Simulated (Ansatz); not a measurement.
Mulliken charges of CHClInNO (`O=C=[N][InH][Cl]`) from r2SCAN/def2-TZVPP in Ansatz (PBE0-D4/def2-TZVP geometry).

```
atom   x (Å)   y (Å)   z (Å)  charge (e)
  O1   1.628  -2.320   0.058      -0.240
  C2   0.897  -1.471   0.379       0.300
  N3   0.137  -0.627   0.782      -0.430
 In4  -0.744   1.028   0.031       0.799
 Cl5  -0.127   1.382  -2.172      -0.371
  H6  -1.790   2.008   0.921      -0.059
```

Q: By hand: the dipole of these point charges (1 e Å = 4.8032 D).

A: Σ q r = (-0.622, 0.575, 0.540) e Å, of length 1.005 e Å = 4.83 D.

Q: How does the dipole of the full density compare? (An estimate is asked.)

A: The calculation gave: (-0.463, 0.465, 0.336) e Å, 3.54 D; the point charges give 1.36 times that, at 6° from its direction.

Point charges leave out the atoms' own dipoles, such as those of lone pairs, and Mulliken's split depends on the basis, so the two needn't agree.
